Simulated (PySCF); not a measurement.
Al(Cl)(Me)(OSiH3) (CH6AlClOSi), SMILES [CH3][Al]([Cl])[O][SiH3].

The structure is a stationary point at B3LYP-D3(BJ)/def2-SVP. The structure was generated by enumeration; whether it is a known compound was not checked. Other conformers were not sampled.

Method: PBE/def2-TZVP run with PySCF.

Symmetry labels are those of the subgroup Cs that the program uses (full group Cs).

List the valence orbital energies around the gap with their symmetry. (Estimate from the structure and the level; the computed values follow.)


```csv
orbital,symmetry,energy (eV)
HOMO−7,A',-9.49
HOMO−6,A",-9.26
HOMO−5,A',-9.21
HOMO−4,A',-8.05
HOMO−3,A",-7.95
HOMO−2,A',-7.47
HOMO−1,A",-7.43
HOMO,A',-7.24
LUMO,A',-1.37
LUMO+1,A",-1.21
LUMO+2,A',-0.07
LUMO+3,A',0.94
```
